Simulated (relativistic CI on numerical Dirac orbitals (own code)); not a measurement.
# In37+: sensitivity of the levels to the model

Base calculation: Dirac-Coulomb-Breit CI, orbitals from a KLI potential per configuration, model QED, unscaled Slater integrals.

Configurations in the expansion (outside the closed core [Ne]): 3s2, 3s.3p, 3p2, 3s.3d, 3d2, 3p.3d, 3p.4s, 3d.4s, 3s.4s, 3s.4p, 3s.4d, 3s.4f, 3s.5s, 3s.5p, 3s.5d, 3s.5f. Levels of other configurations are missing.

Variants: (1) valence Slater integrals scaled by 0.9; (2) configuration mixing switched off; (3) one mean potential for all configurations. Shifts of the energy above 3s2 1S_0, in eV, for the lowest level and the first level of each name with at least 55 % of one term (blank where a level changes its place among those of its configuration and J or its character, or is not in the variant):

| Level | Base | Δ(1) | Δ(2) | Δ(3) |
| --- | --- | --- | --- | --- |
| 3s2 1S_0 | 0.000 | 0.000 | 0.000 | 0.000 |
| 3s.3p 3P°_0 | 75.173 | +0.285 | -3.264 | +0.073 |
| 3s.3p 3P°_1 | 82.331 | -0.165 | -2.815 | +0.074 |
| 3s.3p 3P°_2 | 128.883 | +0.308 | -3.193 | +0.073 |
| 3s.3p 1P°_1 | 153.290 | -2.127 | -0.462 | +0.080 |
| 3p2 3P_0 | 181.393 | -0.745 | -3.654 | +0.170 |
| 3p2 1D_2 | 226.640 | +0.418 | +3.866 | +0.142 |
| 3p2 3P_1 | 227.549 | -0.050 | -3.109 | +0.156 |
| 3s.3d 3D_1 | 257.298 | -0.345 | -3.725 | +0.059 |
| 3s.3d 3D_2 | 260.269 | -0.483 | -4.027 | +0.064 |
| 3s.3d 3D_3 | 268.876 | -0.340 | -3.728 | +0.056 |
| 3p2 1S_0 | 298.870 | -1.830 | -2.746 | +0.167 |
| 3p.3d 3F°_2 | 338.528 | +0.444 | -3.683 | +0.186 |
| 3p.3d 3D°_1 | 358.307 | -1.482 | -4.709 | +0.169 |
| 3p.3d 3F°_3 | 359.830 | -0.197 | -3.618 | +0.169 |
| 3p.3d 3F°_4 | 403.731 | +0.442 | -3.651 | +0.159 |
| 3p.3d 3D°_3 | 405.609 | -0.849 | -3.626 | +0.153 |
| 3p.3d 3P°_0 | 405.942 | -0.966 | -4.178 | +0.171 |
| 3p.3d 3P°_1 | 406.281 | -0.974 | -4.093 | +0.163 |
| 3p.3d 1F°_3 | 427.705 | -2.320 | -3.345 | +0.144 |
| 3p.3d 1P°_1 | 434.157 | -2.997 | -6.435 | +0.140 |
| 3d2 3F_2 | 521.059 | -0.199 | -3.923 | +0.231 |

At this charge energies of transitions that change n are usually good to better than 1 %, and those within a shell (Δn = 0) to a few per cent.

Ionisation energy from the two ground configurations alone: base 2547.87 eV. The NIST ASD value (semi-empirical) is 2555 eV.

LS names give the leading component of a level, which can be under half, so a name can repeat, a term be missing and a line seem to break the LS rules.
